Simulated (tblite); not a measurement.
Compound: C₃H₈OSeSi.
Numbering: `[O:1]=[CH:2][CH2:3][CH2:4][Se:5][SiH3:6]` (hydrogens: H7 on C2; H8, H9 on C3; H10, H11 on C4; H12, H13, H14 on Si6)

Computed with GFN2-xTB (tblite), gas phase: L-BFGS steps from a force-field or distance-geometry start until the largest atomic force falls under 0.01 eV/Å.

Step 3: E = -529.6305 eV
```
atom  x, y, z in Å  |  force x, y, z in eV/Å
O1     -2.5628   -1.3969   -0.7738   -0.135   0.255   0.024
C2     -2.6282   -0.3359   -0.2139   -0.048  -0.135  -0.125
C3     -1.5121    0.2452    0.6087   -0.012  -0.055  -0.039
C4     -0.3187   -0.6952    0.5464   -0.024   0.163   0.077
Se5     1.2165   -0.0027    1.5943    0.208   0.028   0.180
Si6     2.9815    0.6068    0.2607    0.108   0.049  -0.150
H7     -3.5601    0.2695   -0.2443    0.166   0.007   0.019
H8     -1.8861    0.3121    1.6332    0.021   0.081   0.092
H9     -1.2507    1.2614    0.3007   -0.130  -0.069  -0.143
H10    -0.6126   -1.6212    1.0433    0.226  -0.135  -0.190
H11    -0.0326   -0.8809   -0.4909    0.122  -0.038   0.165
H12     2.7614    1.9330   -0.3131   -0.126  -0.004  -0.004
H13     3.2329   -0.3559   -0.8022   -0.176  -0.105  -0.045
H14     4.1707    0.6603    1.1086   -0.200  -0.041   0.139
```

Step 4: E = -529.6514 eV
```
atom  x, y, z in Å  |  force x, y, z in eV/Å
O1     -2.5713   -1.3909   -0.7771   -0.064  -0.001  -0.106
C2     -2.6282   -0.3335   -0.2156    0.020  -0.120  -0.008
C3     -1.5153    0.2434    0.6088   -0.029   0.014   0.047
C4     -0.3259   -0.6867    0.5495    0.368  -0.070   0.133
Se5     1.2300   -0.0006    1.6076    0.078  -0.004  -0.021
Si6     2.9923    0.6086    0.2506   -0.195   0.040  -0.027
H7     -3.5496    0.2687   -0.2432   -0.086   0.197   0.012
H8     -1.8834    0.3164    1.6357   -0.007   0.076   0.059
H9     -1.2586    1.2558    0.2926   -0.094   0.016  -0.140
H10    -0.5981   -1.6278    1.0308    0.142  -0.062  -0.089
H11    -0.0252   -0.8840   -0.4806    0.118   0.069   0.093
H12     2.7539    1.9328   -0.3132   -0.107   0.033  -0.036
H13     3.2222   -0.3605   -0.8031   -0.132  -0.163  -0.127
H14     4.1565    0.6578    1.1152   -0.012  -0.027   0.208
```

Problem. Estimate the geometry and energy of step 5. (The exact step hangs on the optimiser's Hessian estimate; all steps are aligned on step 4, rigid shifts and turns removed.)

Solution. E = -529.6609 eV, largest force 0.440 eV/Å
```
atom  x, y, z in Å  |  force x, y, z in eV/Å
O1     -2.5763   -1.3885   -0.7806   -0.033  -0.085  -0.142
C2     -2.6283   -0.3337   -0.2163    0.022  -0.079   0.043
C3     -1.5167    0.2423    0.6094    0.016   0.011   0.081
C4     -0.3239   -0.6834    0.5531    0.405  -0.118   0.124
Se5     1.2375    0.0004    1.6135    0.021  -0.015  -0.078
Si6     2.9945    0.6099    0.2453   -0.238  -0.002   0.023
H7     -3.5459    0.2714   -0.2425   -0.136   0.229   0.010
H8     -1.8824    0.3196    1.6379   -0.009   0.070   0.021
H9     -1.2638    1.2534    0.2865   -0.078   0.022  -0.122
H10    -0.5890   -1.6319    1.0236    0.108  -0.032  -0.026
H11    -0.0197   -0.8843   -0.4745    0.129   0.117   0.048
H12     2.7487    1.9333   -0.3138   -0.097   0.048  -0.051
H13     3.2150   -0.3651   -0.8055   -0.120  -0.144  -0.117
H14     4.1495    0.6562    1.1216    0.010  -0.021   0.186
```

The energy changes by -0.0095 eV. The first-order estimate −F·Δx gives -0.0113 eV and the mean of the old and new forces, exact on a quadratic surface, -0.0095 eV. The step makes an angle of 54° with the force vector and moves no atom by more than 0.012 Å.

What follows is the cost of the whole relaxation. Time: 1.3 s wall. Hardware: one thread of an Arm Neoverse N1, no GPU, shared host with 64 logical CPUs at a one-minute load of 61.
